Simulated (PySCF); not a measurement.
Ions at one geometry of [BiBr2]+

PySCF 2.14.0, RKS PBE0, Bi def2-SVP with ECP60, Br def2-SVP; non-relativistic Hamiltonian with scalar-relativistic core potentials where named; density fitting; no spin-orbit coupling; singlets restricted, open shells unrestricted. The geometry is relaxed for charge +1, singlet, vacuum:

```xyz
3

Bi    0.0000    0.0000   -0.8178
Br    1.9439    0.0000    0.7887
Br   -1.9439    0.0000    0.7887
```

Energies count from the relaxed state; an electron taken off or put on is at rest in vacuum. Charges and spins are Mulliken's.

| state | energy (eV) | spin squared | charge on Bi1 (e) | spin on Bi1 (e) | dipole about the centre of mass (D) |
| --- | --- | --- | --- | --- | --- |
| charge +1, singlet, vacuum | 0.00 | 0.00 | 1.09 | 0.00 | 2.94 |
| charge +2, doublet, vacuum | 15.75 | 0.76 | 1.34 | -0.12 | 0.88 |

What does the state charge 0, doublet, vacuum give?

energy (eV) -7.95, spin squared 0.75, charge on Bi1 (e) 0.58, spin on Bi1 (e) 0.91, dipole about the centre of mass (D) 3.07.

With an electron taken off (doublet) the charges change, summed by element, by Bi +0.26 e, Br +0.74 e. The vertical ionisation energy is 15.75 eV, against −ε(HOMO) = 13.65 eV of the relaxed state. The level lies 2.1 eV too high, as is usual for semilocal functionals and global hybrids, which keep a self-interaction error.

With an electron put on (doublet) the charges change, summed by element, by Bi -0.51 e, Br -0.49 e. The vertical electron affinity is 7.95 eV, against −ε(LUMO) = 9.90 eV of the relaxed state.

Open shells may have lower solutions than those found.
